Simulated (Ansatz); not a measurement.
Reaction (hydrogenolysis of the Si–O bond): `[AlH2][O][SiH2][AlH2]` + H₂ → `[AlH2][SiH3]` + `[OH][AlH2]`

Gas-phase electronic energies from Ansatz, PBE0-D4/def2-TZVP geometries. CCSD(T)/CBS adds triple-zeta CCSD(T) − MP2 to the extrapolated MP2 energy (def2 sets, frozen cores). This one scheme is used for every species. DFT in def2-TZVPP. Each species was taken in one conformer, which may not be the lowest.

`[AlH2][O][SiH2][AlH2]`:

Cartesian coordinates in Å:
```
Al -1.858 1.724 0.137
O -0.979 0.298 0.015
Si -0.131 -1.095 -0.095
Al 2.301 -0.696 -0.047
H -2.207 2.260 1.581
H -2.280 2.453 -1.200
H -0.520 -1.814 -1.349
H -0.533 -2.008 1.021
H 3.330 -1.907 -0.132
H 2.878 0.785 0.068
```

H₂:

```xyz
2

H     0.065    0.365   -0.045
H    -0.065   -0.365    0.045
```

`[AlH2][SiH3]`:

```xyz
7

Al    0.213   -1.001    0.967
Si   -0.146    0.733   -0.736
H     1.044   -2.317    0.651
H    -0.399   -0.809    2.421
H    -1.604    0.943   -0.972
H     0.412    2.040   -0.282
H     0.479    0.410   -2.050
```

`[OH][AlH2]`:

```xyz
5

O     0.416   -0.830   -0.786
Al   -0.311    0.185    0.361
H     1.177   -0.577   -1.305
H     0.276    1.635    0.611
H    -1.559   -0.413    1.119
```

| level | ΔE (kcal/mol) |
| --- | --- |
| r2SCAN-D4 | 17.4 |
| BHLYP-D4 | 19.1 |
| ωB97M-V | 17.0 |
| BHLYP | 17.0 |
| MP2/def2-SVP | 15.1 |
| HF/def2-TZVPP | 17.4 |
| SCS-MP2/def2-QZVPP | 18.7 |
| HF/CBS(def2) | 17.9 |

Task: What does CCSD(T)/CBS give? (Estimate.)

Result: The calculation gave: +17.5 kcal/mol. The listed levels differ from it by -0.1, 1.6, -0.5, -0.5, -2.4, -0.1, 1.2, 0.4 kcal/mol.

Largest T1 diagnostic among the species: 0.013.

Leaving LDA and LC-ωPBE aside and taking each functional with its dispersion term where it has one, the values, not all of them listed here, spread over 4.1 kcal/mol, from PBE-D4 to BHLYP-D4. LDA lies +0.8 kcal/mol from PBE without D4. At CCSD(T), def2-SVP lies −3.9 kcal/mol from the extrapolated value and def2-TZVPP −0.7 kcal/mol.
